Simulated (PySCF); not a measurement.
Be(OSiH3)2 (BeH6O2Si2), SMILES [SiH3][O][Be][O][SiH3]. Atoms are numbered in the order given.

```xyz
11

Be    -0.0004    -0.0045     0.0004
O     -1.1691     0.1556     0.7895
Si    -2.5352     0.3487     1.7122
H     -2.4135    -0.4365     2.9906
H     -3.7438    -0.1380     0.9585
H     -2.7303     1.8017     2.0533
O      1.1685    -0.1639    -0.7888
Si     2.5355    -0.3445    -1.7125
H      2.2743    -1.3010    -2.8450
H      3.6619    -0.8847    -0.8728
H      2.9534     0.9827    -2.2867
```
Charge 0, spin multiplicity 1.

Coordinates come from a PBE-D3(BJ)/def2-SVP optimisation. The structure was generated by enumeration; whether it is a known compound was not checked. Other conformers were not sampled.

These are PBE-D3(BJ)/def2-SVP (PySCF) values and carry that method's errors.

Frequencies are harmonic and unscaled.

A small imaginary wavenumber (i) marks a very flat motion, where grid noise or a shallow saddle decides the sign.

| mode | ν (cm⁻¹) | IR (km/mol) | moving atoms (share of kinetic energy) |
|---|---|---|---|
| 1 | 19i | 0.0 | H 100 % |
| 2 | 31 | 0.3 | O 41 %, Si 28 %, H 17 %, Be 14 % |
| 3 | 31 | 0.3 | O 41 %, Si 28 %, H 17 %, Be 14 % |
| 4 | 84 | 0.0 | O 84 %, H 12 % |
| 5 | 84 | 0.0 | O 84 %, H 12 % |
| 6 | 364 | 0.0 | Si 77 %, O 13 %, H 9 % |
| 7 | 415 | 71.7 | Be 77 %, O 20 % |
| 8 | 415 | 71.7 | Be 77 %, O 20 % |
| 9 | 710 | 1.1 | H 84 %, Si 9 % |
| 10 | 710 | 1.0 | H 84 %, Si 9 % |
| 11 | 712 | 113.9 | H 84 %, Si 9 % |
| 12 | 712 | 114.0 | H 84 %, Si 9 % |
| 13 | 826 | 160.6 | O 41 %, Si 33 %, Be 20 % |
| 14 | 917 | 0.2 | H 96 % |
| 15 | 917 | 0.2 | H 96 % |
| 16 | 918 | 145.1 | H 96 % |
| 17 | 918 | 145.0 | H 96 % |
| 18 | 952 | 900.9 | H 88 %, Si 11 % |
| 19 | 974 | 0.0 | H 91 %, Si 8 % |
| 20 | 1131 | 0.0 | O 86 %, Si 13 % |
| 21 | 1637 | 1445.9 | Be 71 %, O 28 % |
| 22 | 2161 | 144.6 | H 99 % |
| 23 | 2161 | 2.1 | H 96 % |
| 24 | 2161 | 0.0 | H 96 % |
| 25 | 2162 | 305.0 | H 96 % |
| 26 | 2162 | 305.9 | H 96 % |
| 27 | 2163 | 1.6 | H 99 % |
